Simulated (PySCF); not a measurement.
## Structure elucidation problem

An unknown has the formula C7H16N2. Its calculated NMR data are:

1H NMR (500 MHz, computed): δ 4.21 (br s, 1H), 2.03 (s, 3H), 1.66 (s, 3H), 1.22 (s, 9H).

13C{1H} NMR (computed): δ 134.4 (C), 54.7 (C), 30.1 (CH3, 3C), 29.8 (CH3), 14.6 (CH3).

- shielding tensors at PBE0/pcSseg-1 (GIAO)
- geometry from GFN2-xTB
- code: PySCF
- one conformer, relativity neglected, averaged over atoms made equivalent by symmetry, fast rotation or ring inversion, no solvent

Scale: 1H (σ = 31.72 ppm) and 13C (σ = 186.93 ppm) vs TMS (reference shieldings calculated alike).

Q: Propose a structure and justify it.

A: 
1. Rings plus π bonds: 1 (no ring in the answer).
2. 5 carbon signals for 7 carbons: some carbons are equivalent by symmetry or fast rotation.
3. Carbon types of the structure: 2 × C, 5 × CH3, leaving 1 H on heteroatoms.
4. δC 134.4: C=N carbon.
5. δC 54.7: fully substituted sp3 carbon bonded to N; deshielded by the electronegative neighbour.
6. δC 30.1, 29.8, 14.6: methyl carbon; a saturated carbon with 1 carbon neighbour and no heteroatom attached.
7. δH 4.21: hydrogen on a nitrogen bonded to O or N; labile proton, position sensitive to the medium.
8. δH 2.03, 1.66, 1.22: hydrogen on a methyl carbon.

The compound is SMILES CC(C)=NNC(C)(C)C.

This is the structure that produced the data.

OH and NH positions are those of a molecule without intermolecular hydrogen bonds; in solution they move with solvent, concentration and temperature, and exchange usually removes their couplings. Shifts are as computed. Against solution values, carbons near 30 ppm lie about +3 ppm off and those near 130 ppm about +5 ppm. Of 1211 compounds with measured shifts, 218 miss one by over three times the rms of a fit or turn the order of signals round; such compounds aren't used in these exercises. No couplings were computed; multiplicities are counted from neighbouring protons, with m where these are inequivalent, close in shift, in a saturated or five-membered ring or joined by F or P, and br s for small geminal =CH2 splittings.
